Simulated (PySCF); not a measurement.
Computed shifts of a molecule C2H4ClNOSi, HF/pcSseg-1 (PySCF), GIAO, gas phase, atoms alike by connectivity averaged where their shifts nearly agree, in ppm (number of nuclei): ¹³C: 120.8 (1), 1.9 (1). ²⁹Si: 14.6 (1). ¹⁵N: 193.6 (1). ¹H: 5.03 (1), 1.10 (3). References: ¹³C against TMS (σ = 192.6 ppm); ²⁹Si against TMS (σ = 393.8 ppm); ³⁵Cl against HCl (σ = 958.2 ppm); ¹⁷O against H2O (σ = 333.0 ppm); ¹⁵N against NH3 (σ = 267.3 ppm); ¹H against TMS (σ = 31.99 ppm), references at their B3LYP-D3(BJ)/def2-TZVP geometries, non-relativistic (without spin–orbit terms, shifts of atoms bonded to Cl or Br come out too high). Geometry optimised at PBE0-D3(BJ)/def2-SVP. One conformer was computed; it need not be the lowest.

Task: Identify the compound among the candidates.
(A) N[Si@]1(Cl)C=CO1
(B) C#C[Si@](N)(O)Cl
(C) C[Si@@H](Cl)OC#N
(D) Cl[Si@H]1COC=N1

Result: C, C[Si@@H](Cl)OC#N
